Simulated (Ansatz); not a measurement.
CdSe2⁻ was relaxed with PBE0-D4 (def2-TZVPD) in Ansatz in these states: charge -1 doublet, charge -1 quartet. The geometries follow in no particular order.

In the def2 sets Cd takes a core potential; there is no spin–orbit coupling.

A:

```xyz
3

Cd    0.000    0.000    0.000
Se    2.063    0.499    1.152
Se   -2.063   -0.499   -1.152
```

B:

```csv
atom,x (Å),y (Å),z (Å)
Cd1,0.000,0.000,0.000
Se2,-2.814,-0.047,0.276
Se3,2.814,0.047,-0.276
```

Q: Judge from the bond lengths which geometry belongs to which state (an estimate).

A: A is the charge -1 doublet (Cd1–Se2 2.415 Å, Cd1–Se3 2.415 Å); B is the charge -1 quartet (Cd1–Se2 2.828 Å, Cd1–Se3 2.828 Å).

At PBE0-D4/def2-TZVPD a doublet lies 2.26 eV below the charge -1 quartet. These are the stationary points nearest to one start from a short search; other shapes may lie lower in each state.
